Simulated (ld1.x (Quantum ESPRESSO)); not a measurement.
# Xe (Z = 54), TM: configuration errors across variants

* Element: Xe
* Generator: ld1.x (Quantum ESPRESSO) 7.5
* Type: norm-conserving Troullier–Martins (Kleinman–Bylander form)
* Functional: PBE
* Relativity: scalar-relativistic
* Frozen core: [Kr]
* Valence charge: 18
* Reference configuration: 4d10 5s2 5p6
* Partial waves: 5s (bound): rc 1.25 bohr; 5p (bound): rc 1.40 bohr; 4d (bound): rc 1.25 bohr
* Local potential: all-electron potential smoothed inside 1.05 bohr (lloc = -1)
* Core correction: Bessel-smoothed model core inside 1.20 bohr

All-electron excitation energies from the reference (eV): (1) 4d10 5s2 5p5 12.537; (2) 4d10 5s2 5p4 34.288; (3) 4d10 5s2 5p3 66.010; (4) 4d10 5s1 5p6 24.683; (5) 4d9 5s2 5p6 67.712; (6) 4d10 5s2 5p2 108.325; (7) 4d10 5s2 5p5.5 5.171.

3 further variants failed, have other tests or another functional or relativity, and are left out.

A true bound ghost makes a file unfit for plane-wave use even where its test errors are small: the radial tests pick states by their node count and pass the ghost by. Where a test does run into it, the solver fails or the error is huge.

Errors AE − PS in meV (a dash: test not solved or not reliable):

```csv
change,(1),(2),(3),(4),(5),(6),(7),bound ghosts
base,-6.1,-21,-41,-24,-519,-57,-2.0,"s, p"
wave 4d (bound): rc 1.25 bohr becomes 4d (bound): rc 1.18 bohr,-6.1,-21,-41,-24,-522,-57,-2.0,"s, p"
local potential all-electron potential smoothed inside 0.58 bohr (lloc = -1),+6.1,+38,+100,+22,+390,+175,+0.7,"s, p"
core correction Bessel-smoothed model core inside 0.86 bohr,-6.1,-21,-41,-25,-522,-57,-2.0,"s, p"
"all radii but the core radius scaled by about 1.09 (s 1.36, p 1.54, d 1.36 bohr); local potential all-electron potential smoothed inside 1.16 bohr (lloc = -1)",-5.3,-16,-27,-15,-537,-29,-1.9,"s, p"
local potential the s channel,-2.6,-1.7,+14,-10,-87,+65,-1.3,p
```

**Question.** Give the same row for: wave 5p (bound): rc 1.40 bohr becomes 5p (bound): rc 1.90 bohr.

**Answer.** -2.1, -1.3, +5.1, -18, –, +19, -1.2; bound ghosts: s, p. Not counted: 4d9 5s2 5p6 (solver errors, printed error -2365 eV).
